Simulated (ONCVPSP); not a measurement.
**lead (Pb): variants of one ONCV potential**

Base potential:

```
Element                 : Pb
Generator               : ONCVPSP 4.0.1
Type                    : optimised norm-conserving Vanderbilt (ONCV)
Functional              : LDA (Perdew-Zunger)
Relativity              : scalar-relativistic
Frozen core             : [Kr] 4d10 4f14
Valence charge          : 22
Reference configuration : 5s2 5p6 5d10 6s2 6p2
Partial waves           : 5s+6s: rc 1.40 bohr, ncon 4, nbas 8, qcut 9.8 1/bohr, 3 projectors, debl 3.6 Ha; 5p+6p: rc 1.55 bohr, ncon 3, nbas 6, qcut 10.5 1/bohr, 2 projectors; 5d: rc 1.35 bohr, ncon 4, nbas 9, qcut 6.6 1/bohr, 1 projector
Local potential         : polynomial inside 1.05 bohr (lpopt 5, dvloc0 2 Ha)
Core correction         : polynomial model core, fcfact 0.45
```

Cutoffs, loose and tight: the cutoffs (Ha) at which the residual kinetic energy of the hardest occupied pseudo-wave falls to 1 and 0.1 mHa per electron. They do not see the model core or the augmentation charge, which bear on the density cutoff. Test errors are all-electron minus pseudo excitation energies from the reference, over the configurations 5s2 5p6 5d10 6s2 6p1; 5s2 5p6 5d10 6s2 6p0; 5s2 5p6 5d10 6s1 6p0; 5s1 5p6 5d10 6s2 6p2. A dash means not determined; rows that change the core or the reference have their own tests.

| change | outcome | cutoff, loose | cutoff, tight | bound ghosts | GHOST(+) flags above zero | largest test error (meV) |
| --- | --- | --- | --- | --- | --- | --- |
| base | generated | 34 Ha | 104 Ha | none | s | -321 |
| all radii but the core radius scaled by about 0.80 (s 1.12, p 1.24, d 1.08 bohr); local potential polynomial inside 0.84 bohr (lpopt 5, dvloc0 2 Ha) | failed: ERROR pspot: first pseudo wave function has node, program will stop | – | – | – | – | – |
| all radii but the core radius scaled by about 0.95 (s 1.34, p 1.48, d 1.28 bohr); local potential polynomial inside 1.00 bohr (lpopt 5, dvloc0 2 Ha) | generated | 36 Ha | 72 Ha | none | s | -270 |
| all radii but the core radius scaled by about 1.21 (s 1.70, p 1.88, d 1.64 bohr); local potential polynomial inside 1.28 bohr (lpopt 5, dvloc0 2 Ha) | generated | 28 Ha | 92 Ha | none | s, d | -784 |

Problem. What comes out with this change to the base: all radii but the core radius scaled by about 0.87 (s 1.22, p 1.34, d 1.16 bohr); local potential polynomial inside 0.90 bohr (lpopt 5, dvloc0 2 Ha)?

Solution. outcome: generated; cutoff, loose: 39 Ha; cutoff, tight: 46 Ha; bound ghosts: none; GHOST(+) flags above zero: s, p; largest test error (meV): -190.

Problem. What comes out with this change to the base: all radii but the core radius scaled by about 1.31 (s 1.84, p 2.02, d 1.76 bohr); local potential polynomial inside 1.38 bohr (lpopt 5, dvloc0 2 Ha)?

Solution. outcome: generated; cutoff, loose: 26 Ha; cutoff, tight: 57 Ha; bound ghosts: none; GHOST(+) flags above zero: none; largest test error (meV): -803.

Problem. What comes out with this change to the base: all radii but the core radius scaled by about 1.13 (s 1.58, p 1.76, d 1.52 bohr); local potential polynomial inside 1.18 bohr (lpopt 5, dvloc0 2 Ha)?

Solution. outcome: generated; cutoff, loose: 29 Ha; cutoff, tight: 111 Ha; bound ghosts: none; GHOST(+) flags above zero: s; largest test error (meV): -552.

Reading the sweep of the scale of all radii but the core radius (base = 1) (base included, trends over the rows without a ghost): The loose cutoff falls from 39 Ha at 0.87 to 26 Ha at 1.31. A larger radius leaves more room for a smooth pseudo-wave, so fewer plane waves are needed; a smaller one forces it to follow the all-electron wave where it bends sharply. The median size of the test errors (rows with all tests solved) rises from 15.5 meV at 0.87 to 20.6 meV at 1.31. More of the atom is replaced by a form fitted at one configuration, so other configurations suffer as the radius grows. The generation fails at 0.8.
